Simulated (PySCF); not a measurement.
C7H8O.
SMILES with atom numbers: `[CH2:1]=[C:2]([CH3:3])[c:4]1[cH:5][cH:6][o:7][cH:8]1` (hydrogens: H9, H10 on C1; H11, H12, H13 on C3; H14 on C5; H15 on C6; H16 on C8)

Level of theory: TDDFT CAM-B3LYP/def2-SVPD, vertical, gas phase, core orbitals frozen in the response in PySCF 2.14.0, density-fitted response routines. Isolated species at its GFN2-xTB geometry (one conformer only). Torsions of this conformer, `[CH2:1]=[C:2]([CH3:3])[c:4]1[cH:5][cH:6][o:7][cH:8]1`: C1–C2–C4–C5 0°.

Q: Predict the UV-vis stick spectrum at this level.

A: 

```
state  λ (nm)  E (eV)       f  symmetry   main configurations (H = HOMO, L = LUMO)
   S1   218.7    5.67   0.303        A′                                  H→L (90%)
   S2   202.5    6.12   0.038        A′                   H→L+2 (60%), H-1→L (31%)
   S3   196.9    6.30   0.247        A′                   H-1→L (64%), H→L+2 (34%)
   S4   196.5    6.31  0.0007         –                                H→L+1 (91%)
   S5   180.9    6.85  0.0000         –     H→L+3 (49%), H-1→L+1 (32%), H→L+4 (9%)
   S6   174.6    7.10   0.038        A″                   H→L+4 (77%), H→L+3 (14%)
   S7   169.5    7.32   0.200        A′                              H-1→L+2 (90%)
   S8   167.0    7.43  0.0096        A″  H-1→L+1 (35%), H→L+3 (27%), H-1→L+3 (15%)
```

Triplets, Tamm–Dancoff:

```json
{"state": "T1", "E (eV)": "3.47", "λ (nm)": "357.6", "main configurations (H = HOMO, L = LUMO)": "H→L (84%)"}
{"state": "T2", "E (eV)": "4.34", "λ (nm)": "285.5", "main configurations (H = HOMO, L = LUMO)": "H→L+2 (45%), H-1→L (27%), H-1→L+2 (15%)"}
{"state": "T3", "E (eV)": "5.12", "λ (nm)": "242.3", "main configurations (H = HOMO, L = LUMO)": "H-1→L+2 (47%), H-1→L (19%), H-2→L (11%)"}
```

The lowest singlet lies at 5.67 eV (219 nm, ultraviolet) and is strong; its leading configuration is HOMO→LUMO (90%). The lowest level is also the most intense of those listed (f = 0.303). Löwdin shares by element: HOMO carbon 69% or more (atoms not listed hold the other 31%); LUMO carbon 69% or more (atoms not listed hold the other 31%). The listed states span 1.76 eV, and the widest gap between neighbours is 0.54 eV (S4 to S5). Orbital energies (eV): HOMO-3 -11.33, HOMO-2 -10.35, HOMO-1 -8.56, HOMO -7.64, LUMO 0.60, LUMO+1 1.36, LUMO+2 1.54. The oscillator strengths of these states sum to 0.836; summed over the whole spectrum of an exact calculation they would give the number of electrons, 58 (Thomas–Reiche–Kuhn). Symmetry labels in Cs follow from the direction of the transition dipole and are given only for states with f of 0.002 or more. The window holds the lowest 8 singlets.
